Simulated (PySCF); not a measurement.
Ligands exchanged one at a time, Sn Cl-C2H5. All species are isolated molecules in the gas phase. One relaxed conformer stands for each flexible species; it need not be the lowest. Strings in code marks are SMILES.

Calculation: ωB97X-D3(BJ)/def2-TZVP // PBE0-D3(BJ)/def2-SVP (PySCF). All candidates: neutral, multiplicity 1. Delta-SCF ions had no search for a lower state. Excitations are Tamm–Dancoff values on a coarser integration grid. The basis has no diffuse functions, so Rydberg states are missing or too high.

```json
{
 "HOMO": "-10.20 eV",
 "vertical ionisation energy (Delta-SCF)": "9.95 eV",
 "T1 excitation (TDA)": "5.64 eV"
}
```

### Question
Which member has these values?
(A) `C[CH2][Sn]([Cl])([Cl])[Cl]`
(B) `C[CH2][Sn]([CH2]C)([CH2]C)[CH2]C`
(C) `C[CH2][Sn]([Cl])([Cl])[CH2]C` (C–C–Sn–Cl torsion 56°, Cl–Sn–C–C torsion -56°)

### Answer
C, `C[CH2][Sn]([Cl])([Cl])[CH2]C` (C–C–Sn–Cl torsion 56°, Cl–Sn–C–C torsion -56°). The others give `C[CH2][Sn]([CH2]C)([CH2]C)[CH2]C`: -9.32 eV, 8.92 eV, 6.56 eV; `C[CH2][Sn]([Cl])([Cl])[Cl]`: -11.06 eV, 10.88 eV, 5.21 eV
